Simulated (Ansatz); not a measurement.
Basis-set series for `C[N](C)[Hf]1234([CH3])([CH3])[C@H]5[C@@H]1[C@@H]2[C@@H]3[C@H]54`. The species carries charge 0 and has multiplicity 1. Hf: def2 effective core potential. Geometry: relaxed with PBE0-D4/def2-TZVP. It is one conformer, not always the lowest.

| functional | basis | functions | energy (Eh) | HOMO (eV) | LUMO (eV) |
| --- | --- | --- | --- | --- | --- |
| PBE0-D4 | def2-SVP | 257 | -455.22541 | -6.17 | -0.37 |
| PBE0-D4 | def2-QZVPP | 1161 | -455.70600 | -6.21 | -0.45 |
| ωB97M-V | def2-SVP | 257 | -455.40854 | -8.39 | 1.52 |
| ωB97M-V | def2-QZVPP | 1161 | -455.91400 | -8.43 | 0.92 |

Give the rows for def2-TZVPP. (Best estimate.)

Ansatz gave: 
| functional | basis | functions | energy (Eh) | HOMO (eV) | LUMO (eV) |
| --- | --- | --- | --- | --- | --- |
| PBE0-D4 | def2-TZVPP | 604 | -455.68247 | -6.19 | -0.42 |
| ωB97M-V | def2-TZVPP | 604 | -455.89148 | -8.41 | 1.43 |

Positive LUMOs are unbound and depend on the basis.
